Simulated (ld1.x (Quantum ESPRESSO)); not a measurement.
## Reading a pseudo-wave (titanium (Ti))

Columns: radius, all-electron u(r) and pseudo u(r) of the 3p shell (level -38.78 eV) of titanium in the configuration [Ne] 3s2 3p6 3d2 4s2 4p0; LDA (PZ), scalar-relativistic, RRKJ scheme, ld1.x (Quantum ESPRESSO) 7.5.

| r (bohr) | all-electron | pseudo |
| --- | --- | --- |
| 0.140 | 0.5064 | -0.0608 |
| 0.280 | 0.3272 | -0.2298 |
| 0.420 | -0.1952 | -0.4683 |
| 0.560 | -0.6451 | -0.7178 |
| 0.700 | -0.9140 | -0.9160 |
| 0.840 | -1.0212 | -1.0195 |
| 0.980 | -1.0172 | -1.0216 |
| 1.120 | -0.9485 | -0.9510 |
| 1.260 | -0.8483 | -0.8483 |
| 1.400 | -0.7378 | -0.7378 |
| 1.540 | -0.6292 | -0.6292 |
| 1.680 | -0.5290 | -0.5290 |
| 1.820 | -0.4401 | -0.4401 |
| 1.960 | -0.3631 | -0.3631 |
| 2.100 | -0.2978 | -0.2978 |
| 2.240 | -0.2431 | -0.2431 |
| 2.380 | -0.1976 | -0.1976 |
| 2.520 | -0.1602 | -0.1602 |
| 2.660 | -0.1295 | -0.1295 |
| 2.800 | -0.1044 | -0.1044 |
| 2.940 | -0.0841 | -0.0841 |
| 3.080 | -0.0675 | -0.0675 |
| 3.220 | -0.0542 | -0.0542 |
| 3.360 | -0.0434 | -0.0434 |
| 3.500 | -0.0348 | -0.0348 |
| 3.640 | -0.0278 | -0.0278 |

(1) How many radial nodes do the two functions have?

(2) At about which radius was the pseudo-wave matched?

(3) Where does each function peak?

(4) Is the pseudo-wave norm-conserving?

Answers

(1) The all-electron 3p function has n − l − 1 = 1; the pseudo-wave has 0, since the states of the same l below it are removed with the core.

(2) 1.30 bohr, where the columns begin to agree (steps of 0.14 bohr).

(3) Outermost all-electron maximum near 0.84 bohr, pseudo maximum near 0.98 bohr (to the table’s step).

(4) Yes: the RRKJ scheme keeps the norm inside the radius equal to the all-electron one, which fixes the energy derivative of the logarithmic derivative at the level.
